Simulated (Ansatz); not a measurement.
Calculated with Ansatz (gas phase, PBE0-D4/def2-TZVP geometries, no zero-point term in ΔE). CBS: MP2 limit from def2 TZ/QZ plus the TZ coupled-cluster correction, frozen cores. This one scheme is used for every species. Functionals use def2-TZVPP. Each species was taken in one conformer, which may not be the lowest.

`[SiH3]/C=C/[SiH2]Cl` → `C=C[SiH2]Cl` + `[SiH2]`  (silylene formation by 1,1-elimination)

```json
{"level": "r2SCANh-D4", "ΔE (kJ/mol)": "254.4"}
{"level": "MP2/def2-TZVPP", "ΔE (kJ/mol)": "248.3"}
```

Q: What does CCSD(T)/CBS give? (An estimate is asked.)

A: Computed: +234.4 kJ/mol. The listed levels differ from it by 20.0, 13.9 kJ/mol.

Largest T1 diagnostic among the species: 0.014.

Leaving LDA and LC-ωPBE aside and taking each functional with its dispersion term where it has one, the values, not all of them listed here, spread over 32.9 kJ/mol, from BLYP-D4 to r2SCAN0-D4. LDA lies +33.9 kJ/mol from PBE without D4. At CCSD(T), def2-SVP lies −16.1 kJ/mol from the extrapolated value and def2-TZVPP −6.5 kJ/mol.

CCSD(T)/CBS has its own doubt, a few kJ/mol and more with outer-core shells, so smaller differences from it don't rank the levels.
